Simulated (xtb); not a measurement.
2-tert-butyl-4-fluorothiophene (C8H11FS), SMILES CC(C)(C)c1cc(F)cs1. All values are semi-empirical tight-binding results from xtb (GFN2-xTB unless named), good for trends rather than for accurate numbers. Coordinates come from a GFN2-xTB optimisation.

The point group as xtb finds it is Cs, the orbital gap is 3.82 eV and the zero-point energy is 105.6 kcal/mol. The G − E(el) at 298.15 K (modified RRHO) is 83.3 kcal/mol and the static polarisability (D4 model) is 111.8 bohr³. The solvation energy, GFN2-xTB/ALPB(water) comes out as -1.4 kcal/mol and the solvation energy, GFN2-xTB/ALPB(ch2cl2) is -8.3 kcal/mol.
